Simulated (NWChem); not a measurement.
System: C$_{3}$H$_{5}$Br; SMILES Br/C=C\C

```xyz
9

C     -0.8760     2.1946     0.0000
C      0.5484     1.7319     0.0000
C      1.0183     0.4864     0.0000
Br    -0.0692    -1.0931     0.0000
H     -1.5769     1.3567     0.0000
H     -1.0786     2.8170    -0.8813
H     -1.0786     2.8170     0.8813
H      1.3123     2.5113     0.0000
H      2.0729     0.2416     0.0000
```
Atoms are numbered in this order, from 1.

Program: NWChem. Pople sets run with spherical d functions. Structure relaxed at the B3LYP/6-31G* (spherical d) level. Level: PBE0/6-31G* with COSMO at NWChem's default radii, gas-phase geometry; the question gives the dielectric constant.

**Question.** What does the run give for dielectric constant 4.8? Quantities: electrostatic solvation energy (kcal/mol); dipole in solution (D).

**Answer.** 
| Property | Result |
|---|---|
| electrostatic solvation energy (kcal/mol) | -2.2 |
| dipole in solution (D) | 2.46 |
